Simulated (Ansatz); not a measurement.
Basis-set series for C₂H₇AlSi, SMILES `[CH3][Al]1[CH2][SiH2]1`. Charge 0, multiplicity 1. The structure was optimised at the PBE0-D4/def2-TZVP level.

```
functional       basis  functions  energy (Eh)  HOMO (eV)  LUMO (eV)
   PBE0-D4  def2-TZVPP        244   -612.01779      -5.82      -1.44
   PBE0-D4  def2-QZVPP        464   -612.03930      -5.83      -1.46
   ωB97M-V  def2-TZVPP        244   -612.25441      -7.78       0.23
   ωB97M-V  def2-QZVPP        464   -612.27497      -7.79       0.11
```

(1) Give the rows for def2-SVP. (Estimate.)

Results:

(1) Ansatz gave: 
| functional | basis | functions | energy (Eh) | HOMO (eV) | LUMO (eV) |
| --- | --- | --- | --- | --- | --- |
| PBE0-D4 | def2-SVP | 99 | -611.74276 | -5.81 | -1.41 |
| ωB97M-V | def2-SVP | 99 | -611.97353 | -7.74 | 0.32 |

Positive LUMOs are unbound and depend on the basis.
